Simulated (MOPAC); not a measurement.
Input file for MOPAC: PM6 on N2-, 2S+1 = 2, a spin state set in the input, which need not be the lowest, a point of a bond scan (R = 1.218 Å). Charge -1.

```
PM6 1SCF PRECISE CHARGE=-1 UHF MS=0.5 THREADS=1
N2

N      0.00000000 1     0.00000000 1     0.00000000 1
N      0.00000000 1     0.00000000 1     1.21769600 1
```

Program output:

```
*******************************************************************************
 **                                                                           **
 **                              MOPAC v23.2.5                                **
 **                                                                           **
 *******************************************************************************
 ** MOPAC's Digital Object Identifier: https://doi.org/10.5281/zenodo.6511958 **
 **                                                                           **
 ** Please cite the open-source release paper for use of this MOPAC version:  **
 ** J. E. Moussa and J. J. P. Stewart (2026)                                  **
 ** MOPAC: An open-source semiempirical molecular orbital program             **
 ** J. Open Source Softw., 11(119), 8025, https://doi.org/10.21105/joss.08025 **
 *******************************************************************************

                              PM6 CALCULATION RESULTS

 *******************************************************************************
 *  PM6        - The PM6 Hamiltonian to be used
 *  UHF        - UNRESTRICTED HARTREE-FOCK CALCULATION
 *
 *
 *
 *                 CHARGE ON SYSTEM = -1
 *
 *
 *
 *  MS=        - IN MECI, MAGNETIC COMPONENT OF SPIN =  0.5
 *  PRECISE    - TIGHTER CRITERIA TO BE USED
 *  1SCF       - DO 1 SCF AND THEN STOP
 *  THREADS=1  - MULTI-THREADING NOT USED
 *  T=         - A TIME OF 172800.0 SECONDS REQUESTED
 *  DUMP=N     - RESTART FILE WRITTEN EVERY 7200.0 SECONDS REQUESTED
 *******************************************************************************
PM6 1SCF PRECISE CHARGE=-1 UHF MS=0.5 THREADS=1
 N2

   ATOM   CHEMICAL          X               Y               Z
  NUMBER   SYMBOL      (ANGSTROMS)     (ANGSTROMS)     (ANGSTROMS)

     1       N          0.00000000  *   0.00000000  *   0.00000000  *
     2       N          0.00000000  *   0.00000000  *   1.21769600  *



          CARTESIAN COORDINATES

    NO.       ATOM           X           Y           Z

     1         N          0.0000      0.0000      0.0000
     2         N          0.0000      0.0000      1.2177

 General Reference for PM6:
 "Optimization of Parameters for Semiempirical Methods V: Modification of NDDO Approximations
 and Application to 70 Elements", J. J. P. Stewart, J. Mol. Mod., 13, 1173-1213 (2007)
 URL: https://link.springer.com/article/10.1007/s00894-007-0233-4

           Empirical Formula: N2  =     2 atoms



      MOLECULAR POINT GROUP   :   D*h


          UHF CALCULATION, NO. OF ALPHA ELECTRONS =    6
                           NO. OF BETA  ELECTRONS =    5

 -------------------------------------------------------------------------------
 PM6 1SCF PRECISE CHARGE=-1 UHF MS=0.5 THREADS=1
 N2



     1SCF WAS SPECIFIED, SO BFGS WAS NOT USED
     SCF FIELD WAS ACHIEVED


                              PM6 CALCULATION
                                                       MOPAC v23.2.5 Linux




          FINAL HEAT OF FORMATION =         36.72673 KCAL/MOL =     153.66462 KJ/MOL


          COSMO AREA              =         56.01 SQUARE ANGSTROMS
          COSMO VOLUME            =         38.07 CUBIC ANGSTROMS

          IONIZATION POTENTIAL    =          0.820137 EV
          ALPHA SOMO LUMO (EV)    =         -0.820  7.865
          BETA  SOMO LUMO (EV)    =         -4.688  8.420
          NO. OF ALPHA ELECTRONS  =          6
          NO. OF BETA  ELECTRONS  =          5
          MOLECULAR WEIGHT        =         28.0134         POINT GROUP:  D*h

          MOLECULAR DIMENSIONS (Angstroms)

            Atom       Atom       Distance
            N     2    N     1     1.21770
            N     2    N     1     0.00000
            N     1    N     2     0.00000


          SCF CALCULATIONS        =          1





   ATOM   CHEMICAL          X               Y               Z
  NUMBER   SYMBOL      (ANGSTROMS)     (ANGSTROMS)     (ANGSTROMS)

     1       N          0.00000000  *   0.00000000  *   0.00000000  *
     2       N          0.00000000  *   0.00000000  *   1.21769600  *

                             CARTESIAN COORDINATES

   1    N        0.000000000     0.000000000     0.000000000
   2    N        0.000000000     0.000000000     1.217696000


           Empirical Formula: N2  =     2 atoms



      MOLECULAR POINT GROUP   :   D*h


          ALPHA EIGENVALUES
 -25.91472 -11.97165  -7.56581  -6.75646  -5.32767  -0.82014   7.86543  12.17577


           BETA EIGENVALUES
 -25.07421 -10.55784  -6.26617  -5.22684  -4.68787   8.41997   9.45930  13.14492


              NET ATOMIC CHARGES AND DIPOLE CONTRIBUTIONS

  ATOM NO.   TYPE          CHARGE      No. of ELECS.   s-Pop       p-Pop
    1          N          -0.500000        5.5000     1.84509     3.65491
    2          N          -0.500000        5.5000     1.84509     3.65491
 DIPOLE           X         Y         Z       TOTAL
 POINT-CHG.     0.000     0.000     0.000     0.000
 HYBRID        -0.000    -0.000    -0.000     0.000
 SUM           -0.000    -0.000     0.000     0.000


          ATOMIC ORBITAL ELECTRON POPULATIONS

     Atom    s        px        py        pz
    1  N   1.84509   1.50000   1.00000   1.15491
    2  N   1.84509   1.50000   1.00000   1.15491


                    (SZ)    =    0.500000
                    (S**2)  =    0.751236


          ATOMIC ORBITAL SPIN POPULATIONS

    Atom   Total    s     px     py     pz
         Atomic
    1  N  0.5000  0.013  0.500  0.000 -0.013
    2  N  0.5000  0.013  0.500  0.000 -0.013

 **********************
 *                    *
 * JOB ENDED NORMALLY *
 *                    *
 **********************




 == MOPAC DONE ==
```

The run finished.

Cost: about 0.020 core-seconds (a rough figure).
